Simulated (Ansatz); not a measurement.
HfAl₆⁺. Total charge 1; doublet. Geometry r2SCAN-D4/def2-SVP; atoms count from 1.

Cartesian coordinates in Å:
```
Hf -0.323 0.021 -1.932
Al 0.998 0.308 1.915
Al -0.033 -1.577 0.567
Al 0.917 1.873 -0.316
Al 2.001 -0.405 -0.519
Al -2.360 -1.087 -0.497
Al -1.200 0.868 0.781
```

In the def2 sets Hf takes a core potential; there is no spin–orbit coupling. No other spin state of charge 1 was run. The structure comes from a short search, and lower isomers may exist.

Question: Estimate the Mulliken populations from the PBE0/def2-TZVP orbitals of Ansatz.

Answer: 
```csv
atom,charge (e),spin (α − β),d electrons
Hf1,0.09,0.37,2.20
Al2,0.21,0.02,–
Al3,0.11,-0.02,–
Al4,0.15,0.07,–
Al5,0.15,0.07,–
Al6,0.19,0.51,–
Al7,0.11,-0.02,–
```
Mulliken values and Mayer orders depend strongly on the basis.

Question: Where does the spin sit?

Answer: Summed by element: Hf 0.37, Al 0.63, of 1 unpaired in all. Largest on single atoms: Al6 0.51, Hf1 0.37, Al4 0.07.

Question: And the Mayer bond orders between bonded heavy atoms (over 0.3)?

Answer: Hf1–Al3 0.68 (2.98 Å); Hf1–Al4 0.99 (2.75 Å); Hf1–Al5 0.99 (2.75 Å); Hf1–Al6 1.08 (2.73 Å); Hf1–Al7 0.69 (2.97 Å); Al2–Al3 0.62 (2.54 Å); Al2–Al4 0.46 (2.73 Å); Al2–Al5 0.46 (2.73 Å); Al2–Al7 0.62 (2.54 Å); Al3–Al5 0.51 (2.59 Å); Al3–Al6 0.53 (2.61 Å); Al3–Al7 0.36 (2.72 Å); Al4–Al5 0.54 (2.53 Å); Al4–Al7 0.50 (2.59 Å); Al6–Al7 0.53 (2.61 Å). Values over 0.3 also appear between atoms too far apart for a bond (Hf1–Al2 0.42 at 4.08 Å); they arise where an orbital or an unpaired electron spreads over both atoms.
